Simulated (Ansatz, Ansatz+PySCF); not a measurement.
```yaml
atoms:
  - { symbol: C, position_ang: [1.3418, 0.0120, -0.0054] }
  - { symbol: C, position_ang: [0.6773, 1.1575, 0.0066] }
  - { symbol: C, position_ang: [-0.7050, 1.1836, 0.0446] }
  - { symbol: C, position_ang: [-1.3602, -0.0397, 0.0062] }
  - { symbol: C, position_ang: [-0.7281, -1.2063, -0.0374] }
  - { symbol: C, position_ang: [0.7032, -1.1858, -0.0460] }
  - { symbol: H, position_ang: [1.2521, 2.1523, -0.0483] }
  - { symbol: H, position_ang: [-1.1924, 2.1631, -0.0013] }
  - { symbol: H, position_ang: [-2.4984, -0.0193, 0.0423] }
  - { symbol: H, position_ang: [-1.2256, -2.1132, -0.0332] }
  - { symbol: H, position_ang: [1.2488, -2.1837, -0.0336] }
```

Basis set: def2-SVP (spherical functions). Left uncorrelated: 6 orbitals. Charge 0, multiplicity 2.

Computed with Ansatz (development build ahead of 0.2.0); each method stands on the lowest determinant of its kind that the runs found.

The atomization energy at this shape (free ground-state atoms in the same class of orbitals less the molecule, no zero-point energy) of doublet C6H5:

```json
{"method": "UHF", "atomization energy": "3951.2 kJ/mol"}
```

(1) What does UHF-MP2 give?

## Answers

(1) 5022.8 kJ/mol. Caution: the shape is not the minimum; the unrestricted determinant is spin contaminated.
